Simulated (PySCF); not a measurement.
CH₅BO₃. Atoms are numbered in the order given.

```xyz
10

B      0.0414     0.5113     0.0000
O      0.8030     1.6505     0.0000
H      0.3050     2.4736     0.0000
O     -1.3345     0.4870     0.0000
H     -1.7635     1.3484     0.0000
O      0.7158    -0.6670     0.0000
C      0.0342    -1.9008     0.0000
H     -0.6065    -2.0156     0.8915
H      0.7840    -2.7061     0.0000
H     -0.6065    -2.0156    -0.8915
```
Charge 0, spin multiplicity 1.

The structure is a stationary point at B3LYP-D3(BJ)/def2-SVP. One conformer was computed; it need not be the lowest.

These are TDA-LC-ωPBE/def2-SVPD (PySCF) values and carry that method's errors.

Vertical excitations.  State labels are in the subgroup Cs.

Computed lowest excited states:
```json
[
 {"state": "S1", "symmetry": "A\"", "energy (eV)": "8.03", "λ (nm)": "154", "f": "0.013", "main pairs": "HOMO→LUMO 68 %, HOMO−2→LUMO 14 %"},
 {"state": "S2", "symmetry": "A\"", "energy (eV)": "8.27", "λ (nm)": "150", "f": "0.005", "main pairs": "HOMO−2→LUMO 68 %, HOMO→LUMO 12 %"},
 {"state": "S3", "symmetry": "A'", "energy (eV)": "8.83", "λ (nm)": "140", "f": "0.027", "main pairs": "HOMO−3→LUMO 72 %, HOMO−1→LUMO 13 %"},
 {"state": "S4", "symmetry": "A'", "energy (eV)": "9.12", "λ (nm)": "136", "f": "0.001", "main pairs": "HOMO−1→LUMO 56 %, HOMO−1→LUMO+1 19 %, HOMO−3→LUMO 12 %"},
 {"state": "S5", "symmetry": "A\"", "energy (eV)": "9.16", "λ (nm)": "135", "f": "0.000", "main pairs": "HOMO→LUMO+1 71 %, HOMO−4→LUMO 12 %"},
 {"state": "S6", "symmetry": "A\"", "energy (eV)": "9.74", "λ (nm)": "127", "f": "0.070", "main pairs": "HOMO→LUMO+3 39 %, HOMO→LUMO+2 19 %, HOMO→LUMO+1 7 %"},
 {"state": "S7", "symmetry": "A'", "energy (eV)": "9.86", "λ (nm)": "126", "f": "0.151", "main pairs": "HOMO→LUMO+7 39 %, HOMO→LUMO+4 37 %, HOMO−1→LUMO+1 7 %"},
 {"state": "S8", "symmetry": "A'", "energy (eV)": "10.11", "λ (nm)": "123", "f": "0.091", "main pairs": "HOMO−1→LUMO+1 56 %, HOMO−1→LUMO+3 14 %, HOMO−1→LUMO 9 %"},
 {"state": "S9", "symmetry": "A\"", "energy (eV)": "10.13", "λ (nm)": "122", "f": "0.012", "main pairs": "HOMO→LUMO+2 28 %, HOMO−2→LUMO+2 21 %, HOMO−4→LUMO 12 %, HOMO→LUMO+5 9 %"},
 {"state": "S10", "symmetry": "A\"", "energy (eV)": "10.25", "λ (nm)": "121", "f": "0.002", "main pairs": "HOMO−1→LUMO+7 47 %, HOMO−1→LUMO+4 32 %, HOMO−1→LUMO+8 8 %"},
 {"state": "T1", "symmetry": "A\"", "energy (eV)": "7.79", "λ (nm)": "159", "f": "0", "main pairs": "HOMO→LUMO 45 %, HOMO−2→LUMO 32 %"},
 {"state": "T2", "symmetry": "A\"", "energy (eV)": "7.97", "λ (nm)": "155", "f": "0", "main pairs": "HOMO−2→LUMO 45 %, HOMO→LUMO 29 %"},
 {"state": "T3", "symmetry": "A'", "energy (eV)": "8.47", "λ (nm)": "146", "f": "0", "main pairs": "HOMO−3→LUMO 73 %"},
 {"state": "T4", "symmetry": "A'", "energy (eV)": "8.70", "λ (nm)": "143", "f": "0", "main pairs": "HOMO→LUMO+7 48 %, HOMO→LUMO+4 24 %, HOMO→LUMO+8 11 %, HOMO→LUMO+11 8 %"}
]
```
Triplets are in the Tamm–Dancoff approximation.
